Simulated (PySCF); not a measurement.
Species: 1-chloro-3-ethynylbenzene, C8H5Cl.
SMILES with atom numbers: `[CH:1]#[C:2][c:3]1[cH:4][cH:5][cH:6][c:7]([Cl:8])[cH:9]1` (hydrogens: H10 on C1; H11 on C4; H12 on C5; H13 on C6; H14 on C9)

Structure used (PBE0-D3(BJ)/def2-SVP), in Å, numbered top down from 1:
```xyz
14
C8H5Cl angstrom
C      1.478   -1.004   -2.818
C      0.945   -0.666   -1.783
C      0.316   -0.264   -0.564
C      0.034    1.091   -0.322
C     -0.579    1.472    0.866
C     -0.921    0.523    1.827
C     -0.638   -0.821    1.582
Cl    -1.062   -2.008    2.769
C     -0.025   -1.226    0.401
H      1.950   -1.304   -3.736
H      0.300    1.834   -1.075
H     -0.798    2.527    1.051
H     -1.403    0.812    2.762
H      0.189   -2.281    0.227
```

Computed with PySCF at CAM-B3LYP/def2-SVPD, non-relativistic, on one gas-phase PBE0-D3(BJ)/def2-SVP geometry that isn't relaxed in the solvent. The solvent is an IEF-PCM continuum (cavity from Bondi-type radii × 1.2). Specific hydrogen bonds and non-electrostatic terms are outside this model.

Gas phase at CAM-B3LYP/def2-SVPD: HOMO -8.28 eV, LUMO -0.37 eV, dipole 1.54 D.

**Question.** What does the continuum do to the energy, the frontier levels and the dipole at CAM-B3LYP/def2-SVPD in chloroform and acetonitrile?

**Answer.** 
```json
{"solvent": "chloroform", "ε": "4.711", "E(solvent) − E(gas) (kcal/mol)": "-2.96", "polarisation term (kcal/mol)": "-3.24", "distortion of the solute (kcal/mol)": "0.28", "HOMO (eV)": "-8.25", "LUMO (eV)": "-0.32", "dipole (D)": "1.90"}
{"solvent": "acetonitrile", "ε": "35.69", "E(solvent) − E(gas) (kcal/mol)": "-4.12", "polarisation term (kcal/mol)": "-4.66", "distortion of the solute (kcal/mol)": "0.54", "HOMO (eV)": "-8.27", "LUMO (eV)": "-0.32", "dipole (D)": "2.04"}
```

The polarisation term is half the interaction of the solute with the surface charges that it induces; the rest is the cost of distorting the solute's density. The sum is the electrostatic part of solvation alone. From chloroform to acetonitrile the lowering changes by a factor 1.39, Onsager's factor (ε − 1)/(2ε + 1) by 1.35 and ε itself by 7.6.

**Question.** Which radius a makes the point-dipole formula ΔE = −[(ε − 1)/(2ε + 1)]·μ²/a³ give the value in acetonitrile, with the gas-phase dipole?

**Answer.** μ = 0.608 au and |ΔE| = 0.00656 Eh give a = 1.59 Å; the farthest nucleus lies 4.46 Å from the centroid of the nuclei, so such a sphere wouldn't even hold the nuclei. The formula assumes a rigid point dipole at the centre of a sphere.

**Question.** Give the dipole vector in the frame of the coordinates (D, pointing from negative to positive charge), gas and acetonitrile.

**Answer.** Gas (0.20, 1.33, -0.76), solvent (0.19, 1.83, -0.87). Its length changes by +32 % and its direction by 5°.

**Question.** How does the static polarisability (CAM-B3LYP/def2-SVPD, frozen core, with the continuum's full static response) change?

**Answer.** 
| medium | isotropic (au) | principal values (au) | ⟨r²⟩ of the electrons (bohr²) |
| --- | --- | --- | --- |
| gas | 108.7 | 60.3, 109.6, 156.2 | 1556.9 |
| chloroform | 137.8 | 75.1, 140.8, 197.3 | 1555.9 |
| acetonitrile | 151.3 | 84.5, 155.5, 213.8 | 1555.4 |

The isotropic value in acetonitrile is 1.39 times the gas-phase one; no cavity-field correction is applied. ⟨r²⟩ is taken about the centre of nuclear charge.

Cost: about 70 s of CPU time on one thread; the machine was shared, so the figure is rough. This is the whole response run at CAM-B3LYP/def2-SVPD in acetonitrile, SCF included.
